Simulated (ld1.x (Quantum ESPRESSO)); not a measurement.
**An all-electron radial function and its pseudo partner (H)**

Columns: radius, all-electron u(r) and pseudo u(r) of the 1s shell (level -12.42 eV) of hydrogen in the configuration 1s0.5; PBEsol, scalar-relativistic, ultrasoft scheme, ld1.x (Quantum ESPRESSO) 7.5.

```
r (bohr)  all-electron  pseudo
   0.060        0.1195  0.0881
   0.120        0.2250  0.1746
   0.180        0.3174  0.2582
   0.240        0.3980  0.3373
   0.300        0.4678  0.4110
   0.360        0.5277  0.4781
   0.420        0.5787  0.5380
   0.480        0.6216  0.5903
   0.540        0.6571  0.6347
   0.600        0.6861  0.6712
   0.660        0.7090  0.7003
   0.720        0.7267  0.7224
   0.780        0.7395  0.7381
   0.840        0.7481  0.7482
   0.900        0.7528  0.7536
   0.960        0.7542  0.7549
   1.020        0.7526  0.7530
   1.080        0.7483  0.7485
   1.140        0.7417  0.7418
   1.200        0.7331  0.7331
   1.260        0.7228  0.7228
   1.320        0.7109  0.7109
   1.380        0.6978  0.6978
   1.440        0.6836  0.6836
   1.500        0.6685  0.6685
   1.560        0.6527  0.6527
```

Problem. How many radial nodes do the two functions have?

Solution. The all-electron 1s function has n − l − 1 = 0; the pseudo-wave has 0.

Problem. At about which radius was the pseudo-wave matched?

Solution. 1.20 bohr. The columns agree to 0.0005 from 1.02 bohr on; several derivatives are matched, so the curves merge somewhat inside the radius.

Problem. Where does each function peak?

Solution. Outermost all-electron maximum near 0.96 bohr, pseudo maximum near 0.96 bohr (to the table’s step).

Problem. Is the pseudo-wave norm-conserving?

Solution. No, it belongs to an ultrasoft set: the norm inside the radius is not constrained, and the difference is carried by the augmentation charge.
